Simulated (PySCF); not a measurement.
# Ni (nickel, neutral) across methods

[Ar] 3d8 4s2, high-spin 3F determinant. Computed with PySCF 2.14 in aug-cc-pwCVTZ-DK with one added diffuse shell each of s, p, d, f, g type (11s10p8d5f4g, 152 functions), with scalar relativity by spin-free X2C-1e.

```csv
method,E (hartree),mean ε 3d β (eV),mean ε 4s α (eV),mean ε 4s β (eV),Σ⟨r²⟩ (bohr²),⟨S²⟩
r2SCAN,-1520.545,-8.582,-6.020,-5.630,35.47,2.004
PBE0,-1520.332,-10.533,-6.502,-6.122,35.74,2.003
LDA,-1517.802,-8.231,-6.024,-5.661,35.36,2.003
UHF,-1519.10088,-17.208,-7.889,-7.417,37.28,2.006
PBE,-1520.335,-8.155,-5.808,-5.432,35.71,2.003
```
